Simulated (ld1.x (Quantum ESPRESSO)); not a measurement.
## Cd: one change to an RRKJ potential, before and after

| Quantity | Value |
| --- | --- |
| Element | Cd |
| Generator | ld1.x (Quantum ESPRESSO) 7.5 |
| Type | norm-conserving RRKJ (Kleinman–Bylander form) |
| Functional | revPBE |
| Relativity | fully relativistic |
| Frozen core | [Kr] |
| Valence charge | 12 |
| Reference configuration | 4d10 5s1.5 5p0.5 |
| Partial waves | 5s (bound): rc 2.25 bohr; 4d (bound): rc 1.30 bohr; 5p (bound): rc 2.80 bohr |
| Local potential | the p channel |
| Core correction | Bessel-smoothed model core, default radius (core density twice the valence density) |
| rho0 | 0.01 |

Open shells are filled in proportion to 2j + 1 (rel_dist='average').

All-electron outer shells of the reference configuration (revPBE, scalar-relativistic, ld1.x):

| shell | level (eV) | outermost node (bohr) | outermost maximum (bohr) |
| --- | --- | --- | --- |
| 4s | -106.95 | 0.43 | 0.79 |
| 4p | -68.00 | 0.43 | 0.84 |
| 4d | -12.73 | 0.42 | 0.98 |
| 5s | -6.25 | 1.06 | 2.32 |
| 5p | -1.60 | 1.19 | 3.25 |

Change: wave 4d (bound): rc 1.30 bohr becomes 4d (bound): rc 1.42 bohr.

Cutoffs: the cutoffs (Ry, on a coarse ladder) from which the occupation-weighted sum of valence levels, in a spherical-Bessel basis at the reference potential, stays within 10 and 1 mRy of its value at 400 Ry; they do not see the model core or the augmentation charge, which bear on the density cutoff. Errors are all-electron minus pseudo energies relative to the spin-unpolarised reference configuration.

Problem. What does the change do?

Solution. The potential gets softer (70 Ry and 110 Ry → 70 Ry and 80 Ry); the errors of the 7 common tests hardly move; neither file shows a bound ghost. A larger radius leaves more room for a smooth pseudo-wave, so fewer plane waves are needed. In the base the local p channel has no projectors, so it cannot carry the spin–orbit splitting, and the file is wrong for that shell. In the changed file the local p channel has no projectors, so it cannot carry the spin–orbit splitting, and the file is wrong for that shell.

| quantity | base | changed |
| --- | --- | --- |
| cutoff, loose | 70 Ry | 70 Ry |
| cutoff, tight | 110 Ry | 80 Ry |
| bound ghosts | none | none |
| largest miss of a reference level, eV | 0.13 | 0.13 |
| error for 4d10 5s2 5p0, meV [ΔE -2.26 eV] | +1.7 | +1.7 |
| error for 4d10 5s1 5p0, meV [ΔE 6.88 eV] | +0.1 | +0.1 |
| error for 4d10 5s0 5p0, meV [ΔE 23.84 eV] | -31 | -30 |
| error for 4d10 5s0 5p2, meV [ΔE 7.33 eV] | -12 | -12 |
| error for 4d9 5s0 5p0, meV [ΔE 61.77 eV] | -310 | -309 |
| error for 4d10 5s1 5p1, meV [ΔE 2.37 eV] | -2.7 | -2.7 |
| error for 4d9 5s2 5p0, meV [ΔE 15.67 eV] | -182 | -179 |
| s: phases at 3.04 bohr within 0.05 rad from the reference energy up to (Ry; the scan ends near 5) | 1.2 | 1.2 |
| p1/2: phases at 3.04 bohr within 0.05 rad from the reference energy up to (Ry; the scan ends near 5) | n/a | n/a |
| p3/2: phases at 3.04 bohr within 0.05 rad from the reference energy up to (Ry; the scan ends near 5) | n/a | n/a |
| d3/2: phases at 3.04 bohr within 0.05 rad from the reference energy up to (Ry; the scan ends near 5) | 0.3 | 0.3 |
| d5/2: phases at 3.04 bohr within 0.05 rad from the reference energy up to (Ry; the scan ends near 5) | 0.4 | 0.3 |
